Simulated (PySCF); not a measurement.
# A survey of 19F NMR shifts

PySCF 2.14 calculation with σ from GIAO-PBE0/pcSseg-1 and geometry from GFN2-xTB; single conformer, averaged over atoms made equivalent by symmetry, fast rotation or ring inversion, relativity neglected, isolated molecule.

Shieldings were converted by a linear fit to measured shifts: 19F (scatter 6.0 ppm rms, 7.0 ppm with the 5 outliers that the fit left out vs CFCl3, solution or neat liquid, with a term for F on sp3 carbon). Occasional misses reach two or three times the rms, and more in compound classes unlike the fitted ones.

Q: Give the 19F shifts of `FCc1c(F)ccc2c1CC2`, `COC(=O)c1ocpc1F`, `FCC1=C[C@@H]2C=C[C@H]1C=C2F`, `FCC1=C[C@@H]2C=C[C@H]1C=C2F`.

A: 
```tsv
compound	environment	δ (ppm)
[F:1][CH2:2][c:3]1[c:4]([F:5])[cH:6][cH:7][c:8]2[c:9]1[CH2:10][CH2:11]2	F5: aryl fluorine	-124.0
[F:1][CH2:2][c:3]1[c:4]([F:5])[cH:6][cH:7][c:8]2[c:9]1[CH2:10][CH2:11]2	F1: fluorine on an sp3 carbon	-240.3
COC(=O)c1ocpc1F	aryl fluorine	-131.6
[F:1][CH2:2][C:3]1=[CH:4][C@@H:5]2[CH:6]=[CH:7][C@H:8]1[CH:9]=[C:10]2[F:11]	F11: vinylic fluorine	-107.8
[F:1][CH2:2][C:3]1=[CH:4][C@@H:5]2[CH:6]=[CH:7][C@H:8]1[CH:9]=[C:10]2[F:11]	F1: fluorine on an sp3 carbon	-221.0
[F:1][CH2:2][C:3]1=[CH:4][C@@H:5]2[CH:6]=[CH:7][C@H:8]1[CH:9]=[C:10]2[F:11]	F11: vinylic fluorine	-107.8
[F:1][CH2:2][C:3]1=[CH:4][C@@H:5]2[CH:6]=[CH:7][C@H:8]1[CH:9]=[C:10]2[F:11]	F1: fluorine on an sp3 carbon	-221.0
```

Q: Order these by 19F shift, lowest first.
A. FCC#C[SiH]1OCCO1
B. C[C@@]1(F)C=CO[SiH2]C1=O
C. F/C=P/c1cccs1
D. C=C1O[SiH2]C(F)=C[C@@H]1O
E. C=Cc1ccccc1C(F)F

A: A (-219.6 ppm, fluorine on an sp3 carbon), B (-136.4 ppm, fluorine on an sp3 carbon), E (-122.0 ppm, fluorine of a CF2 group), D (-102.3 ppm, vinylic fluorine), C (-76.6 ppm, fluorine bonded to C).
